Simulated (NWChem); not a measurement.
BNH3, doublet; SMILES [BH]N

```xyz
5

B     -0.1410    -0.8374     0.0000
N     -0.0137     0.5406     0.0000
H      0.7825    -1.6286     0.0000
H      0.8872     1.0347     0.0000
H     -0.8122     1.1791     0.0000
```
Atoms are numbered in this order, from 1.

Computed with NWChem. Spin-unrestricted. In the optimisation the excess spin sits in a' (Cs, its own frame). The geometry was optimised at PBE-D3(BJ)/def2-SVP, spin-unrestricted. No stability test was run on the SCF state. Principal shifts from the free-electron g value, in parts per thousand; spin-orbit coupling by linear response on scalar ZORA.

Task: Predict the results for PBE0/x2c-SVPall, ZORA. Quantities: Δg1 (ppt); Δg2 (ppt); Δg3 (ppt); isotropic Δg (ppt).

Result: 
| Item | Result |
|---|---|
| Δg1 (ppt) | -1.09 |
| Δg2 (ppt) | -0.14 |
| Δg3 (ppt) | 0.12 |
| isotropic Δg (ppt) | -0.37 |
